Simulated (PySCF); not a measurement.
**Excitation energy of Pb by level of theory**

Pb [Xe] 4f14 5d10 6s2 6p2 (3P) → Pb [Xe] 4f14 5d10 6s1 6p3 (5S), as a difference of total energies. Calculation: PySCF 2.14, in aug-cc-pVTZ-DK3 (9s8p6d3f, 84 functions); the spin-free X2C one-electron Hamiltonian (Gaussian nucleus). Correlated levels: valence: [Xe] 4f14 5d10 frozen. The calculations carry no spin-orbit coupling.

```tsv
method	excitation energy (eV)
UHF	4.666
LDA	7.184
PBE	6.933
PBE0	6.506
r2SCAN	6.412
TPSS	6.774
BLYP	7.316
MP2 (valence)	5.291
SCS-MP2 (valence)	5.579
```

Question: How much does correlation contribute at MP2 (valence)?

Answer: 5.291 − (4.666) = 0.625 eV, measured against UHF.

Spin-orbit coupling is strong in these open shells (close to jj coupling). The scalar numbers leave it out and a first-order estimate fails, so it can dominate the gap to the real levels.
